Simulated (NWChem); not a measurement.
Molecule: BNH3OBr; SMILES NB(Br)O

```xyz
7

B      0.0167    -0.9778     0.0000
Br     0.0039     0.9908     0.0000
O      1.2054    -1.6559     0.0000
H      1.9674    -1.0523     0.0000
N     -1.2098    -1.6603     0.0000
H     -1.2516    -2.6794     0.0000
H     -2.1106    -1.1891     0.0000
```
Atoms are numbered in this order, from 1.

The geometry was optimised at PBE-D3(BJ)/def2-SVP.

Symmetry labels are those of Cs in the frame above (b1 and b2, or b-type labels, depend on it).

**Question.** List the 6 lowest vertical singlet excitations from LRC-wPBEh/def2-SVP, full TDDFT (NWChem).

**Answer.** 
| state | energy (eV) | oscillator strength | symmetry | leading excitation (squared amplitude) |
|---|---|---|---|---|
| S1 | 8.10 | 0.006 | a" | HOMO → LUMO (0.68) |
| S2 | 8.29 | 0.000 | a" | HOMO−1 → LUMO+1 (0.99) |
| S3 | 8.43 | 0.000 | a" | HOMO → LUMO+2 (0.65) |
| S4 | 8.52 | 0.129 | a' | HOMO → LUMO+1 (0.86) |
| S5 | 8.81 | 0.001 | a' | HOMO−1 → LUMO+2 (0.37) |
| S6 | 8.97 | 0.010 | a' | HOMO−1 → LUMO (0.46) |
